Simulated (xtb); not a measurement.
C6H18Si2, triplet, at the geometry of the source list (a higher spin typed on purpose: for a closed-shell molecule this is an excited state); GFN1-xTB with ALPB(methanol) in xtb.

Input for xtb:
```
$ xtb mol.xyz --gfn 1 --uhf 2 --alpb methanol --json

# file mol.xyz
26

C     -1.84850000    -0.74300000    -1.64770000
Si    -1.15770000    -0.18740000     0.04890000
C     -2.10160000     1.39700000     0.56170000
C     -1.59250000    -1.55100000     1.31990000
Si     1.15780000     0.18740000    -0.04890000
C      1.84850000     0.74300000     1.64770000
C      1.59250000     1.55100000    -1.31990000
C      2.10160000    -1.39700000    -0.56170000
H     -1.37780000    -1.66340000    -1.97980000
H     -1.66660000     0.00880000    -2.40990000
H     -2.92000000    -0.91890000    -1.61220000
H     -3.17450000     1.23330000     0.60970000
H     -1.78080000     1.74500000     1.53910000
H     -1.92600000     2.20330000    -0.14420000
H     -2.66250000    -1.73150000     1.37220000
H     -1.11520000    -2.49210000     1.06340000
H     -1.25870000    -1.27820000     2.31660000
H      2.92000000     0.91890000     1.61220000
H      1.37780000     1.66340000     1.97980000
H      1.66660000    -0.00880000     2.40990000
H      1.25870000     1.27820000    -2.31660000
H      1.11520000     2.49210000    -1.06340000
H      2.66250000     1.73150000    -1.37220000
H      1.78080000    -1.74500000    -1.53910000
H      1.92600000    -2.20330000     0.14420000
H      3.17450000    -1.23330000    -0.60970000
```

Question: What does xtb print? Leave out banner, timings and long lists.

Answer: 
```
   ID    Z sym.   atoms
    1    6 C      1, 3, 4, 6-8
    2   14 Si     2, 5
    3    1 H      9-26

           -------------------------------------------------
          |                Calculation Setup                |
           -------------------------------------------------

           -------------------------------------------------
          |                 G F N 1 - x T B                 |
           -------------------------------------------------

      * Solvation model:               ALPB
        Solvent                        methanol
        Parameter file                 internal GFN1-xTB/ALPB
        Dielectric constant                3.2700E+01
        Reference state                gsolv [1 M gas/solution]
        Free energy shift                  4.3754E-03 Eh       2.7456E+00 kcal/mol
        Temperature                        2.9815E+02 K
        Density                            7.9200E-01 kg/L
        Solvent mass                       3.2040E+01 g/mol
        Interaction kernel             P16
        Born radius scaling (c1)           1.7266E+00
        Born radii integrator          GBOBC
        Born offset                        0.0000E+00 a0       0.0000E+00 AA
        H-bond correction              true
        Ion screening                  false
        Surface tension                    1.0000E-05 Eh       1.5569E+01 dyn/cm
        Grid points                               230 per atom

          ...................................................
          :                      SETUP                      :
          :.................................................:
          :  # basis functions                  80          :
          :  # atomic orbitals                  78          :
          :  # shells                           54          :
          :  # electrons                        50          :
          :  # halogen bonds                     0          :
          :  max. iterations                   250          :
          :  Hamiltonian                  GFN1-xTB          :
          :  restarted?                      false          :
          :  GBSA solvation                   true          :
          :  PC potential                    false          :
          :  electronic temp.          300.0000000     K    :
          :  accuracy                    1.0000000          :
          :  -> integral cutoff          0.2500000E+02      :
          :  -> integral neglect         0.1000000E-07      :
          :  -> SCF convergence          0.1000000E-05 Eh   :
          :  -> wf. convergence          0.2000000E-04 e    :
          :  Broyden damping             0.4000000          :
          :  net charge                          0          :
          :  unpaired electrons                  2          :
          ...................................................

 iter      E             dE          RMSdq      gap      omega  full diag
   1    -26.2822841 -0.262823E+02  0.782E+00    0.00       0.0  T
   2    -26.2883000 -0.601585E-02  0.476E+00    0.00       1.0  T
   3    -26.2889052 -0.605202E-03  0.300E-01    0.00       1.0  T
   4    -26.2892898 -0.384670E-03  0.704E-02    0.00       1.0  T
   5    -26.2894207 -0.130914E-03  0.172E-02    0.00       1.1  T
   6    -26.2894211 -0.330534E-06  0.762E-03    0.00       2.6  T
   7    -26.2894213 -0.189821E-06  0.253E-04    0.00      77.5  T
   8    -26.2894213 -0.296435E-09  0.218E-05    0.00     901.1  T
   9    -26.2894213 -0.265388E-11  0.244E-06    0.00    8021.7  T

   *** convergence criteria satisfied after 9 iterations ***

 transition dipole moment (au) for excitation:          25          26
     X       Y       Z
   0.1307  -0.9150  -0.4104  total (au/Debye):    1.011   2.571
 dE (eV)             :    4.860
 oscillator strength :  0.17221E+00

         :::::::::::::::::::::::::::::::::::::::::::::::::::::
         ::                     SUMMARY                     ::
[...]
         :: total energy             -25.922448638978 Eh    ::
[...]
     1C    -0.19072 -0.30351   1.015  3.176  0.000
     2Si    0.21046  0.05429   1.270  1.729  0.791
     3C    -0.19072 -0.30349   1.015  3.176  0.000
     4C    -0.19071 -0.30347   1.015  3.176  0.000
     5Si    0.21048  0.05429   1.270  1.729  0.791
     6C    -0.19072 -0.30350   1.015  3.176  0.000
     7C    -0.19071 -0.30347   1.015  3.176  0.000
     8C    -0.19071 -0.30348   1.015  3.176  0.000
     9H     0.03542  0.09051   0.965  0.000  0.000
    10H     0.03541  0.09049   0.965  0.000  0.000
    11H     0.04973  0.10440   0.950  0.000  0.000
    12H     0.04972  0.10440   0.950  0.000  0.000
    13H     0.03540  0.09047   0.965  0.000  0.000
    14H     0.03540  0.09047   0.965  0.000  0.000
    15H     0.04974  0.10442   0.950  0.000  0.000
    16H     0.03541  0.09048   0.965  0.000  0.000
    17H     0.03542  0.09050   0.965  0.000  0.000
    18H     0.04974  0.10441   0.950  0.000  0.000
    19H     0.03542  0.09051   0.965  0.000  0.000
    20H     0.03542  0.09049   0.965  0.000  0.000
    21H     0.03543  0.09051   0.965  0.000  0.000
    22H     0.03541  0.09049   0.965  0.000  0.000
    23H     0.04975  0.10443   0.950  0.000  0.000
    24H     0.03540  0.09048   0.965  0.000  0.000
    25H     0.03540  0.09048   0.965  0.000  0.000
    26H     0.04973  0.10440   0.950  0.000  0.000

Wiberg/Mayer (AO) data.
largest (>0.10) Wiberg bond orders for each atom

 ---------------------------------------------------------------------------
     #   Z sym  total        # sym  WBO       # sym  WBO       # sym  WBO
 ---------------------------------------------------------------------------
     1   6 C    3.933 --     2 Si   0.965     9 H    0.948    10 H    0.948
                            11 H    0.938
     2  14 Si   4.244 --     4 C    0.965     3 C    0.965     1 C    0.965
                             5 Si   0.814
     3   6 C    3.933 --     2 Si   0.965    14 H    0.948    13 H    0.948
                            12 H    0.938
     4   6 C    3.933 --     2 Si   0.965    16 H    0.948    17 H    0.948
                            15 H    0.938
     5  14 Si   4.244 --     7 C    0.965     8 C    0.965     6 C    0.965
                             2 Si   0.814
     6   6 C    3.933 --     5 Si   0.965    19 H    0.948    20 H    0.948
                            18 H    0.938
     7   6 C    3.933 --     5 Si   0.965    22 H    0.948    21 H    0.948
                            23 H    0.938
     8   6 C    3.933 --     5 Si   0.965    25 H    0.948    24 H    0.948
                            26 H    0.938
     9   1 H    1.010 --     1 C    0.948
    10   1 H    1.010 --     1 C    0.948
    11   1 H    0.994 --     1 C    0.938
    12   1 H    0.994 --     3 C    0.938
    13   1 H    1.010 --     3 C    0.948
    14   1 H    1.010 --     3 C    0.948
    15   1 H    0.994 --     4 C    0.938
    16   1 H    1.010 --     4 C    0.948
    17   1 H    1.010 --     4 C    0.948
    18   1 H    0.994 --     6 C    0.938
    19   1 H    1.010 --     6 C    0.948
    20   1 H    1.010 --     6 C    0.948
    21   1 H    1.010 --     7 C    0.948
    22   1 H    1.010 --     7 C    0.948
    23   1 H    0.994 --     7 C    0.938
    24   1 H    1.010 --     8 C    0.948
    25   1 H    1.010 --     8 C    0.948
    26   1 H    0.994 --     8 C    0.938
 ---------------------------------------------------------------------------

Topologies differ in total number of bonds
Writing topology from bond orders to xtbtopo.mol

 dipole moment from electron density (au)
     X       Y       Z
   0.0004   0.0000  -0.0000  total (Debye):    0.001

           -------------------------------------------------
          | TOTAL ENERGY              -25.922448638978 Eh   |
          | GRADIENT NORM               0.043811461370 Eh/α |
          | HOMO-LUMO GAP               0.000122622119 eV   |
           -------------------------------------------------

normal termination of xtb
```
